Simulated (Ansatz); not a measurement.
AlCl$_{3}$H$_{2}$Se, SMILES `[Cl][Al-]([Cl])([Cl])[SeH2+]`. Charge 0, multiplicity 1. Geometry: relaxed with PBE0-D4/def2-TZVP. It is one conformer, not always the lowest.

```xyz
7

Cl   -0.083   -0.062   -2.588
Al   -0.259   -0.791   -0.625
Cl   -2.150   -1.447    0.018
Cl    1.414   -1.781    0.177
Se   -0.198    1.485    0.632
H     1.241    1.703    0.429
H     0.035    0.892    1.957
```

(1) What is the dipole moment at PBE/def2-TZVPP? (Best estimate.)

(2) And with r2SCAN, B3LYP, ωB97M-V? (An estimate is asked.)

(3) Give the Mulliken charges with PBE, B3LYP, ωB97M-V in def2-TZVPP. (An estimate is asked.)

Results:

(1) Ansatz gave: 4.82 D, with components (0.87, 3.87, 2.74) D in this frame, pointing from negative to positive charge.

(2) Computed: r2SCAN 4.95 D, B3LYP 4.89 D, ωB97M-V 4.89 D.

(3) Computed: 
```json
{"atom": "Cl1", "PBE": "-0.24", "B3LYP": "-0.27", "ωB97M-V": "-0.24"}
{"atom": "Al2", "PBE": "0.44", "B3LYP": "0.52", "ωB97M-V": "0.43"}
{"atom": "Cl3", "PBE": "-0.24", "B3LYP": "-0.27", "ωB97M-V": "-0.24"}
{"atom": "Cl4", "PBE": "-0.25", "B3LYP": "-0.27", "ωB97M-V": "-0.24"}
{"atom": "Se5", "PBE": "0.07", "B3LYP": "0.08", "ωB97M-V": "0.02"}
{"atom": "H6", "PBE": "0.11", "B3LYP": "0.10", "ωB97M-V": "0.13"}
{"atom": "H7", "PBE": "0.11", "B3LYP": "0.10", "ωB97M-V": "0.13"}
```

B3LYP here is the variant with VWN-RPA as its local correlation; programs differ in this.
